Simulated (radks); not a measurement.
Tl+, 80 electrons, occupied as [Hg]. Method: Dirac Kohn-Sham, PBE, spin-unpolarised, spherical densities, finite nucleus; Fermi nuclear charge, rms radius 5.4759 fm; computed with a radial shooting solver on a logarithmic mesh with Libxc functionals.

Spin-orbit splittings of the eigenvalues, e(l+1/2) - e(l-1/2), with zeta = 2 splitting/(2l+1) and mean radii in bohr:

shell  occ.  splitting (eV)  zeta (eV)  <r> j=l-1/2  <r> j=l+1/2
2p        6            2065       1377      0.05589      0.06468
3p        6           459.2      306.1       0.1674       0.1835
3d       10           98.07      39.23       0.1595       0.1644
4p        6           111.6      74.42       0.3931       0.4274
4d       10           20.83      8.332       0.4333       0.4445
4f       14           4.599      1.314       0.4645       0.4710
5p        6               ?          ?       0.9420        1.036
5d       10           2.208     0.8830        1.352        1.406
6p        0           1.448     0.9653        3.003        3.369

Estimate the 5p splitting.

Answer. 20.20 eV (zeta = 13.47 eV).
